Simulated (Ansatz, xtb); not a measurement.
**Ranking isomers of CH2SSe**

5 gas-phase structures of CH2SSe, found in a search over its isomers (lower ones may exist). Each was relaxed with GFN2-xTB:

A. `C1S[Se]1`, a singlet
B. `S=C[SeH]`, a singlet
C. `C=S=[Se]`, a singlet
D. `C=[Se]=S`, a singlet
E. `SC=[Se]`, a singlet

Estimate their order in r2SCAN-D4/def2-SVP energy at these geometries, lowest first.

Calculated order at r2SCAN-D4/def2-SVP: E (0.000), B (0.042), A (0.104), C (0.427), D (0.688) eV. Less than 1 kcal/mol parts E and B, so the order within that pair means little. CCSD(T)/def2-TZVPP after further relaxation puts A lowest instead.

Energies above the lowest of each column, in eV; the last columns are at B3LYP-D3(BJ)/def2-SVP geometries (a dash: not run or not comparable):

```tsv
structure	GFN2-xTB	HF/STO-3G	r2SCAN-D4/def2-SVP	B3LYP-D3(BJ)/def2-SVP	CCSD(T)/def2-TZVPP
E	0.644	0.705	0.000	0.000	0.178
B	0.921	0.969	0.042	0.035	0.218
A	0.000	0.000	0.104	0.067	0.000
C	0.421	2.272	0.427	0.440	–
D	0.627	3.489	0.688	0.735	–
```

CCSD(T)/def2-TZVPP puts A lowest of those it was run on; r2SCAN-D4/def2-SVP picks E, B3LYP-D3(BJ)/def2-SVP picks E. CCSD(T)/def2-TZVPP orders those it was run on as A (0.000), E (0.178), B (0.218) eV. Less than 1 kcal/mol parts E and B, so the order within that pair means little. Flexible structures stand in one conformer each, not always the lowest. Frequencies (B3LYP-D3(BJ)/def2-SVP) were run for A, B, E alone.

Over these structures GFN2-xTB departs from r2SCAN-D4/def2-SVP by 0.393 eV on average once a common shift is removed. A GFN2-xTB relaxation took about 0.058 s and the r2SCAN-D4/def2-SVP energy about 0.88 s on a shared host (Ansatz 0.2.0, xtb 6.7.1).
